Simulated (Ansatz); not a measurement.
`[SiH3]OB1N[SiH2]1` + `C[NH][GeH3]` → `C[N]([SiH3])[GeH3]` + `OB1N[SiH2]1`  (ligand exchange at the Si–O bond)

Computed with Ansatz on PBE0-D4/def2-TZVP structures; ΔE is electronic, products minus reactants. CCSD(T)/CBS adds triple-zeta CCSD(T) − MP2 to the extrapolated MP2 energy (def2 sets, frozen cores). DFT in def2-TZVPP. For Ge outer-core shells are correlated without core-valence functions, which leaves a few kJ/mol of doubt a bond. Scalar relativity is left out up to krypton. Each species was taken in one conformer, which may not be the lowest.

`[SiH3]OB1N[SiH2]1`:

Cartesian coordinates in Å:
```
Si 1.377 -0.530 1.775
O -0.027 0.110 1.188
B -0.501 0.240 -0.066
N -1.639 0.758 -0.666
Si -0.654 0.151 -1.991
H 1.028 -1.585 2.756
H 2.186 -1.106 0.671
H 2.135 0.549 2.453
H -2.500 1.212 -0.403
H -1.240 -0.976 -2.766
H -0.163 1.176 -2.951
```

`C[NH][GeH3]`:

Z-matrix (Å, degrees):
```
C
N 1 1.450
H 1 1.100 2 114.8
H 1 1.094 2 110.2 3 121.9
H 1 1.094 2 109.5 3 -120.8
Ge 2 1.838 1 118.0 3 67.0
H 2 1.010 1 111.6 3 -66.0
H 6 1.549 2 113.3 1 -56.3
H 6 1.536 2 107.2 1 -177.3
H 6 1.537 2 107.0 1 63.0
```

`C[N]([SiH3])[GeH3]`:

Z-matrix (Å, degrees):
```
C
N 1 1.456
H 1 1.095 2 111.1
H 1 1.095 2 110.6 3 118.4
H 1 1.098 2 113.0 3 -121.1
Si 2 1.718 1 118.3 3 -148.3
Ge 2 1.840 1 115.9 3 44.9
H 6 1.494 2 113.7 1 -66.9
H 6 1.485 2 108.2 1 172.7
H 6 1.490 2 109.4 1 52.2
H 7 1.533 2 108.0 1 -174.5
H 7 1.544 2 110.7 1 64.5
H 7 1.541 2 107.4 1 -53.8
```

`OB1N[SiH2]1`:

Z-matrix (Å, degrees):
```
Si
B 1 1.923
N 1 1.759 2 44.2
H 1 1.488 2 125.7 3 91.6
H 1 1.488 2 125.7 3 -91.6
O 2 1.350 1 158.9 3 -180.0
H 3 1.009 1 145.5 2 180.0
H 6 0.962 2 113.7 1 180.0
```

```json
{"level": "PBE0", "ΔE (kcal/mol)": "9.8"}
{"level": "HF/def2-TZVPP", "ΔE (kcal/mol)": "13.8"}
```

(1) What does CCSD(T)/CBS give? (Estimate.)

Largest T1 diagnostic among the species: 0.013.

Results:

(1) Computed: +9.9 kcal/mol. The listed levels differ from it by -0.1, 3.9 kcal/mol.

The D4 term adds −1.5 kcal/mol with B3LYP and −0.8 kcal/mol with PBE0; it sums over pairs of atoms, weighted by their polarisabilities, and B3LYP, whose exchange is more repulsive, gets the larger term. In def2-TZVPP, CCSD(T) changes the Hartree–Fock value by −4.3 kcal/mol (the triples alone add −0.6 kcal/mol) and MP2 by −4.7 kcal/mol.

B3LYP here is the variant with VWN-RPA as its local correlation; programs differ in this.
